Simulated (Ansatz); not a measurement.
Reaction (SMILES): COB(Cl)Cl → Cl[B]Cl + C[O] (the B-O bond at the site shown breaks; other sites are not compared here)
Geometries: B3LYP-D3(BJ)/def2-TZVP minima from Ansatz (an electronic-structure program), one conformer each, not searched for the lowest.

Wanted: bond dissociation energy (electronic energy difference), in eV. Correlated levels leave the core frozen unless marked. Open shells are spin-unrestricted. No spin-orbit coupling. Non-relativistic. CBS(X,Y): correlation extrapolated as X^-3; Hartree-Fock from the larger set. The bracket is a focal-point correction in the basis named.

RI-MP2/CBS(cc-pV(T+d)Z,cc-pV(Q+d)Z)+[CCSD(T)-MP2]/cc-pV(T+d)Z (Ansatz) gives 6.18 eV.

**Question.** Another calculation gave 5.67 eV. Which level was it?
(A) B2GP-PLYP/def2-TZVPD (Ansatz)
(B) B97M-V/def2-TZVPD (Ansatz)
(C) B3LYP/def2-TZVPD (Ansatz)
(D) revPBE/def2-TZVPD (Ansatz)

**Answer.** C, B3LYP/def2-TZVPD (Ansatz). The others give 5.88 (B97M-V), 6.00 (B2GP-PLYP), 5.40 (revPBE) eV.
